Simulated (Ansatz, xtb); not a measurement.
CH7NSn: which of two structures lies lower

We compare a, `[CH3][SnH2][NH2]`, a singlet, with b, a singlet given by its coordinates. Both are isolated molecules in the gas phase, relaxed with PBE-D3(BJ)/def2-SVP; the shapes shown needn't be the lowest conformers.

a (Å):

| atom | x (Å) | y (Å) | z (Å) |
| --- | --- | --- | --- |
| C | -1.4802 | 1.4801 | -0.1870 |
| N | 1.9556 | 2.4193 | -0.7156 |
| Sn | 0.2112 | 1.6521 | -1.5517 |
| H | -2.3525 | 1.0662 | -0.7299 |
| H | -1.7461 | 2.4763 | 0.2159 |
| H | -1.2243 | 0.8047 | 0.6519 |
| H | 0.6590 | 0.0914 | -2.1538 |
| H | -0.1704 | 2.7343 | -2.8486 |
| H | 2.2600 | 1.8365 | 0.0775 |
| H | 1.7830 | 3.3548 | -0.3203 |

b (Å):

```xyz
10

C    -1.1100    1.5961   -0.7883
N     0.2196    1.0780   -1.1556
Sn    2.0943    2.4703   -0.5289
H    -1.2469    2.5877   -1.2589
H    -1.9387    0.9214   -1.0958
H    -1.1424    1.7458    0.3071
H     0.3854    0.1565   -0.7276
H     0.2892    0.9334   -2.1725
H     1.2428    2.5911    1.0629
H     1.0851    3.8195   -1.1880
```

Close contacts (Å): C1–N2 1.47, N2–Sn3 2.42, C1–H4 1.11, C1–H5 1.11, C1–H6 1.11, N2–H7 1.03, N2–H8 1.03, Sn3–H9 1.81, Sn3–H10 1.81.

Problem. Estimate E(b) − E(a) at the level CCSD(T)/def2-TZVP.

Solution. Calculated at CCSD(T)/def2-TZVP: E(b) − E(a) = +31.1 kJ/mol, so structure a lies lower.

How the difference moves with the method:

```json
{"level": "GFN2-xTB", "geometry": "GFN2-xTB", "E(b) − E(a) (kJ/mol)": "−158.6", "departure from the last row (kJ/mol)": "−189.7", "job, with rough time for the two": "optimisation, 0.094 s"}
{"level": "HF/STO-3G", "geometry": "GFN2-xTB", "E(b) − E(a) (kJ/mol)": "+223.3", "departure from the last row (kJ/mol)": "+192.2", "job, with rough time for the two": "single point, 0.61 s"}
{"level": "r2SCAN-D4/def2-SVP", "geometry": "GFN2-xTB", "E(b) − E(a) (kJ/mol)": "−14.2", "departure from the last row (kJ/mol)": "−45.3", "job, with rough time for the two": "single point, 2.6 s"}
{"level": "PBE-D3(BJ)/def2-SVP", "geometry": "PBE-D3(BJ)/def2-SVP", "E(b) − E(a) (kJ/mol)": "−19.9", "departure from the last row (kJ/mol)": "−51.0", "job, with rough time for the two": "optimisation, 14 s"}
{"level": "HF/def2-TZVP", "geometry": "PBE-D3(BJ)/def2-SVP", "E(b) − E(a) (kJ/mol)": "+19.4", "departure from the last row (kJ/mol)": "−11.7", "job, with rough time for the two": "part of the CCSD(T) run"}
{"level": "MP2/def2-TZVP", "geometry": "PBE-D3(BJ)/def2-SVP", "E(b) − E(a) (kJ/mol)": "+35.6", "departure from the last row (kJ/mol)": "+4.5", "job, with rough time for the two": "part of the CCSD(T) run"}
{"level": "CCSD(T)/def2-TZVP", "geometry": "PBE-D3(BJ)/def2-SVP", "E(b) − E(a) (kJ/mol)": "+31.1", "departure from the last row (kJ/mol)": "", "job, with rough time for the two": "single point, 71 s"}
```

GFN2-xTB, r2SCAN-D4/def2-SVP, PBE-D3(BJ)/def2-SVP put the two in the other order. The largest departure from CCSD(T)/def2-TZVP is that of HF/STO-3G, 192.2 kJ/mol.

With harmonic frequencies from PBE-D3(BJ)/def2-SVP (ideal gas, rigid rotor, one conformer each, 298.15 K, 1 atm): the zero-point term adds +11.5 kJ/mol; ΔH is +40.8 and ΔG +43.9 kJ/mol.

The correlated steps freeze 6 core orbitals; the filled d shell of Sn is correlated, in a basis made for valence electrons. Atoms past krypton carry core potentials in the def2 sets, other sets are all-electron and non-relativistic, and no spin–orbit term is included. Programs: Ansatz 0.2.0, xtb 6.7.1; the last row on 2 threads of Arm Neoverse V2 on a shared host.
